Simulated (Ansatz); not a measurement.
Species: tris(ethenyl)silane, C₆H₁₀Si (charge 0, singlet). 
Coordinates optimised at B3LYP-D3(BJ)/def2-TZVP (Ansatz, a first-principles code):
```xyz
17

C     -1.5256     2.3949     0.1250
C     -0.6429     1.4756     0.5112
Si    -0.0870     0.0553    -0.5621
C     -0.5996    -1.5762     0.1842
C     -1.3534    -1.6954     1.2753
C      1.7681     0.0866    -0.7743
C      2.6007    -0.8016    -0.2341
H     -1.8255     3.2188     0.7648
H     -1.9889     2.3628    -0.8557
H     -0.2116     1.5690     1.5061
H     -0.7233     0.2302    -1.8945
H     -0.2689    -2.4905    -0.3054
H     -1.7233    -0.8275     1.8109
H     -1.6410    -2.6608     1.6793
H      2.1994     0.8938    -1.3636
H      3.6765    -0.7435    -0.3653
H      2.2407    -1.6289     0.3685
```
Charge 0, spin multiplicity 1.

Total electronic energies in hartree. Correlated levels leave the core frozen unless marked. No spin-orbit coupling. Non-relativistic. CBS(X,Y): correlation extrapolated as X^-3; Hartree-Fock from the larger set. [CCSD(T)-MP2]/basis is that difference in the basis named.

```
level                                                                             program  energy (Eh)
-------------------------------------------------------------------------  --------------  -----------
RI-HF/cc-pV(Q+d)Z                                                                  Ansatz   -522.02588
PBE-D4/def2-TZVPD                                                          Ansatz + dftd4   -523.71613
revPBE-D3(BJ)/def2-TZVPD                                                   Ansatz + dftd3   -524.08744
revPBE-D4/def2-TZVPD                                                       Ansatz + dftd4   -524.09429
BHLYP/def2-TZVPD                                                                   Ansatz   -524.03366
B2GP-PLYP-D4/def2-TZVPD                                                    Ansatz + dftd4   -523.75049
B2PLYP-D4/def2-TZVPD                                                       Ansatz + dftd4   -523.84659
MP2/6-31G                                                                          Ansatz   -522.33836
RI-MP2/cc-pV(Q+d)Z                                                                 Ansatz   -523.18358
CCSD(T)/STO-3G                                                                     Ansatz   -516.26334
CCSD(T)/6-31G                                                                      Ansatz   -522.43357
CCSD(T)/aug-cc-pV(T+d)Z                                                            Ansatz   -523.23539
CCSD(T)/cc-pwCVTZ                                                                  Ansatz   -523.23194
RI-MP2/CBS(aug-cc-pV(T+d)Z,aug-cc-pV(Q+d)Z)+[CCSD(T)-MP2]/aug-cc-pV(D+d)Z          Ansatz    -523.3575
CCSD(T)/CBS(cc-pV(T+d)Z,cc-pV(Q+d)Z)                                               Ansatz    -523.3393
```

Totals of different functionals don't rank their quality; only differences between species are comparable.
